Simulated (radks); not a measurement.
Q: Valence configurations of the bismuth ion Bi+. All-electron calculation, non-relativistic Kohn-Sham, PBE, spin-polarised, spherical densities, point nucleus; open shells are filled with parallel spins first (spin-orbit coupling, left out, can overturn this in heavy ions); relativity is left out, which matters for an element this heavy. Program: a radial shooting solver on a logarithmic mesh with Libxc functionals. Order these by energy: [Xe] 4f14 5d10 6s1 6p3; [Xe] 4f13.5 5d10 6s2 6p2.5; [Xe] 4f14 5d8 6s2 6p4; [Xe] 4f14 5d9 6s1 6p4; [Xe] 4f14 5d8 6s1 6p5; [Hg] 6p2; [Xe] 4f14 5d7.5 6s2 6p4.5; [Xe] 4f12 5d10 6s2 6p4; [Xe] 4f14 5d9.5 6s2 6p2.5; [Xe] 4f14 5d9 6s2 6p3.

A: From the lowest, in eV above it: [Hg] 6p2 0.000; [Xe] 4f14 5d10 6s1 6p3 5.191; [Xe] 4f14 5d9.5 6s2 6p2.5 13.675; [Xe] 4f14 5d9 6s2 6p3 28.083; [Xe] 4f14 5d9 6s1 6p4 35.832; [Xe] 4f14 5d8 6s2 6p4 61.262; [Xe] 4f14 5d8 6s1 6p5 69.456; [Xe] 4f14 5d7.5 6s2 6p4.5 78.939; [Xe] 4f13.5 5d10 6s2 6p2.5 86.943; [Xe] 4f12 5d10 6s2 6p4 378.74. NIST lists [Hg] 6p2 as the ground configuration; this level of theory agrees among the configurations tried. The energies are those of spherical high-spin densities, not of single terms. Relativity is left out, which favours d and f over s occupation in heavy atoms.
